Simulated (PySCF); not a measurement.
H₇NOSi₂ (calculated)

Computed with PySCF 2.14.0. Calculation on a computer-drawn molecule: optimised geometry and harmonic frequencies of an isolated molecule of the commonest isotopes, restricted reference for singlets and unrestricted otherwise, frozen core in MP2.

## H₇NOSi₂

Start structure:
```xyz
11
H7NOSi2
N     -2.5697     1.2574    -0.0488
Si    -1.0648     0.7720    -0.4157
Si     0.1993    -0.0367     1.3948
O      1.7444    -0.4817     0.9430
H     -3.3011     0.5519     0.2422
H     -2.8317     2.0518     0.5514
H     -0.4831     1.9522    -0.9757
H     -1.1713    -0.2141    -1.5235
H      0.4882     0.8820     2.4698
H     -0.4257    -1.2343     1.9972
H      1.7996    -1.1021     0.2819
```

```
charge                                        : 0
multiplicity                                  : 1
method                                        : HF
basis                                         : cc-pV(D+d)Z
rotational constants                          : 11.52, 1.917, 1.73 GHz
total energy                                  : -711.3243 hartree
convergence status largest gradient component : 2.713e-05 hartree/bohr
```

Drawn bonds:
```tsv
atom	other atom	order
1	2	1
2	3	1
3	4	1
1	5	1
1	6	1
2	7	1
2	8	1
3	9	1
3	10	1
4	11	1
```

Optimised structure:
```xyz
11
H7NOSi2
N     -2.6807     1.2334    -0.0082
Si    -1.0538     0.7987    -0.4202
Si     0.2277    -0.0611     1.3808
O      1.7580    -0.5197     0.9240
H     -3.3115     0.5126     0.2919
H     -2.8259     2.0576     0.5461
H     -0.3911     2.0093    -0.9631
H     -1.1099    -0.2338    -1.4879
H      0.4181     0.9612     2.4335
H     -0.5029    -1.2064     1.9899
H      1.8559    -1.1534     0.2298
```

Modes:
```tsv
frequency (cm⁻¹)	reduced mass (dalton)
55.62	3.153
111.6	3.955
125.5	1.034
202.8	1.141
248.4	4.847
362.4	1.071
441.3	2.524
494.6	1.916
600.8	1.274
748.2	1.065
796.4	1.057
842.5	4.399
860.4	3.675
882.7	1.14
928.9	1.323
977	1.189
984.4	1.219
1013	1.125
1039	1.093
1698	1.105
2259	1.041
2279	1.042
2295	1.039
2315	1.039
3760	1.051
3849	1.094
4177	1.067
```
